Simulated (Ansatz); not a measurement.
System: CH3Be, net charge 0, doublet state. It need not be the lowest isomer of its formula. 
Geometry from a B3LYP-D3(BJ)/def2-TZVP (Ansatz, an electronic-structure program) optimisation:
SMILES: [Be][CH3]
```xyz
5

Be    -0.9099    -0.5264    -0.6938
C      0.3079     0.1781     0.2348
H      0.8673    -0.5750     0.8002
H     -0.1013     0.8929     0.9569
H      1.0265     0.7190    -0.3903
```
Charge 0, spin multiplicity 2.

Parts of the frozen-core correlation energy in def2-SVP (Ansatz, hartree). Frozen orbitals: 2; correlated occupied orbitals by spin: 5 and 4; virtual: 31 and 32. Open shells are spin-unrestricted. Spin-orbit coupling is left out. Non-relativistic.

| term | value |
|---|---|
| reference (HF) | -54.15577 |
| MP2 opposite-spin | -0.13059 |
| MP2 same-spin | (withheld) |
| CCSD correlation | (withheld) |
| (T) | (withheld) |
| CCSDT minus CCSD(T) | -0.00054 |
| CCSDT(Q) minus CCSD(T) | -0.00077 |
| T1 diagnostic | 0.011 |
| largest doubles amplitude | 0.038 |
| <S^2> of the reference | 0.751 |

**Question.** Fill in the missing entries.

**Answer.** 
- MP2 same-spin, value: -0.03427
- CCSD correlation, value: -0.18650
- (T), value: -0.00468
